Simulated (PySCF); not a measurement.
**r2SCAN on Cs⁻ (caesium, charge -1)**

Configuration: [Xe] 6s2, closed-shell 1S. Computed with PySCF 2.14 in def2-TZVPPD with the def2 core potential (46 electrons), with scalar relativity through the core potential.

- Total energy: -20.1619 hartree
- One-electron energy: -34.1087 hartree
- Hartree (Coulomb) energy: 17.1527 hartree
- Exchange-correlation energy: -3.2059 hartree
- ⟨S²⟩: 0.0000
- ⟨L²⟩: 0.000
- Sum of ⟨r⟩: 30.79 bohr
- Sum of ⟨r²⟩: 158.1 bohr²

| shell | electrons | mean orbital energy (eV) | rms radius, mean of both spins (bohr) |
| --- | --- | --- | --- |
| 5s | 2 | -24.621 | 1.87 |
| 5p | 6 | -10.692 | 2.24 |
| 6s | 2 | 0.704 | 7.78 |

Energies and moments cover only the electrons outside the core potential. Spin-orbit coupling, which splits the p, d and f shells strongly at this Z, is absent. At r2SCAN the highest occupied level has a positive energy, so only the finite basis holds that electron; in a semilocal or global hybrid functional this comes from self-interaction and does not mean that the real anion is unbound.
